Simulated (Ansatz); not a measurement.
Relaxation of Ag₆Sb⁺ with RKS r2SCAN-D4/def2-SVP.

```sh
$ ansatz run in.yaml --threads 4 --pin off --events-out ev --progress --plain --max-ram 4787MiB
```

```yaml
crystal:
  periodic: [false, false, false]
  atoms:
    - {symbol: Sb, position_ang: [-1.767650, -0.851980, 0.144550]}
    - {symbol: Ag, position_ang: [-0.171050, 0.349520, 2.105890]}
    - {symbol: Ag, position_ang: [-1.949080, 1.197910, -1.570730]}
    - {symbol: Ag, position_ang: [2.517460, 0.639340, 1.511960]}
    - {symbol: Ag, position_ang: [1.061850, -1.477980, 0.359410]}
    - {symbol: Ag, position_ang: [-0.277650, -1.030350, -2.101630]}
    - {symbol: Ag, position_ang: [0.586130, 1.173550, -0.449440]}
basis:
  gaussian: {orbitals: def2-SVP}
total_charge: 1
hamiltonian: {xc: r2scan, dispersion: d4}
scf: {lower_state_search: "off"}
output: {orbitals: {seedname: orbitals}}
relax: {f_tol: 0.02, max_steps: 100}
```

Hardware: 4 threads of Intel Xeon 6975P-C on a shared host. Wall time 44 s.

Positions (Å) and forces (eV/Å) at steps 1, 2, 3, 4, 5, 6, 7, 9 of 9:

```xyz
7
step=1 energy=-30541.5866 eV
Sb   -1.768   -0.852    0.145   -0.236   -0.139   -0.044
Ag   -0.171    0.350    2.106    0.117    0.022   -0.267
Ag   -1.949    1.198   -1.571   -0.049    0.141    0.043
Ag    2.517    0.639    1.512   -0.023    0.007   -0.116
Ag    1.062   -1.478    0.359   -0.014    0.259    0.040
Ag   -0.278   -1.030   -2.102    0.103   -0.133    0.004
Ag    0.586    1.174   -0.449    0.103   -0.157    0.340
7
step=2 energy=-30541.6289 eV
Sb   -1.860   -0.920    0.112    0.167    0.072   -0.042
Ag   -0.175    0.362    2.019   -0.195   -0.056    0.073
Ag   -1.932    1.232   -1.510    0.015   -0.016    0.101
Ag    2.548    0.654    1.496    0.017    0.025   -0.044
Ag    1.060   -1.429    0.368   -0.029   -0.067   -0.002
Ag   -0.261   -1.061   -2.077   -0.039   -0.041    0.037
Ag    0.620    1.163   -0.407    0.063    0.084   -0.123
7
step=3 energy=-30541.6424 eV
Sb   -1.841   -0.931    0.110    0.025   -0.004   -0.015
Ag   -0.207    0.366    2.006   -0.094   -0.016    0.013
Ag   -1.922    1.242   -1.468    0.001    0.000    0.059
Ag    2.535    0.660    1.488    0.015    0.022   -0.027
Ag    1.052   -1.434    0.371   -0.011   -0.020    0.008
Ag   -0.261   -1.071   -2.078   -0.012   -0.014    0.003
Ag    0.644    1.169   -0.429    0.076    0.033   -0.043
7
step=4 energy=-30541.6710 eV
Sb   -1.844   -1.032    0.099   -0.083   -0.068    0.013
Ag   -0.313    0.417    1.900    0.039    0.034   -0.092
Ag   -1.885    1.271   -1.279    0.003   -0.040    0.039
Ag    2.508    0.678    1.495    0.004    0.024   -0.006
Ag    1.032   -1.430    0.377   -0.042    0.040    0.027
Ag   -0.272   -1.089   -2.079    0.013    0.064   -0.032
Ag    0.774    1.185   -0.513    0.066   -0.053    0.052
7
step=5 energy=-30541.7122 eV
Sb   -1.866   -1.152    0.089   -0.009   -0.016    0.000
Ag   -0.404    0.487    1.769    0.056    0.045   -0.170
Ag   -1.846    1.279   -1.088    0.041   -0.125    0.100
Ag    2.488    0.690    1.513   -0.026    0.025   -0.007
Ag    1.004   -1.419    0.387   -0.092    0.052    0.034
Ag   -0.284   -1.078   -2.081   -0.004    0.106   -0.026
Ag    0.909    1.192   -0.590    0.033   -0.086    0.068
7
step=6 energy=-30541.7689 eV
Sb   -1.862   -1.266    0.090   -0.049   -0.063   -0.007
Ag   -0.474    0.572    1.627    0.085    0.068   -0.047
Ag   -1.803    1.250   -0.903   -0.003   -0.054    0.026
Ag    2.456    0.703    1.536   -0.042    0.021   -0.005
Ag    0.951   -1.411    0.404   -0.016    0.005    0.031
Ag   -0.303   -1.024   -2.093   -0.011    0.079   -0.040
Ag    1.035    1.176   -0.662    0.037   -0.057    0.043
7
step=7 energy=-30541.7783 eV
Sb   -1.854   -1.316    0.097    0.004    0.002   -0.007
Ag   -0.472    0.622    1.572    0.075   -0.025    0.054
Ag   -1.799    1.223   -0.847   -0.048    0.002   -0.064
Ag    2.426    0.715    1.565   -0.015    0.020   -0.002
Ag    0.935   -1.421    0.415   -0.026    0.006    0.005
Ag   -0.330   -0.966   -2.111   -0.005    0.013   -0.003
Ag    1.093    1.144   -0.691    0.016   -0.019    0.018
7
step=9 energy=-30541.7809 eV
Sb   -1.853   -1.307    0.097   -0.002    0.005   -0.002
Ag   -0.448    0.612    1.586    0.001   -0.002   -0.001
Ag   -1.808    1.222   -0.866   -0.001   -0.003    0.001
Ag    2.423    0.732    1.573   -0.003    0.000   -0.002
Ag    0.931   -1.431    0.414    0.003    0.002   -0.001
Ag   -0.336   -0.959   -2.117    0.000    0.000    0.002
Ag    1.092    1.132   -0.687    0.001   -0.003    0.003
```

In the def2 sets Ag, Sb take a core potential; there is no spin–orbit coupling. The structure comes from a short search, and lower isomers may exist.
